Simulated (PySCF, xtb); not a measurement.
F2H4Si2, SMILES F[SiH](F)[SiH3].

GFN2-xTB (xtb) at its own geometry gives an orbital gap of 4.53 eV and a dipole moment of 2.54 D.

Geometry: TPSSh-D3(BJ)/def2-SVP.

Task: What does M06-2X/def2-TZVP (PySCF) give? (The exact figures need the calculation; the answer reports its results.)

Result: gap 10.15 eV (levels -9.80 and 0.35 eV), dipole 2.01 D.
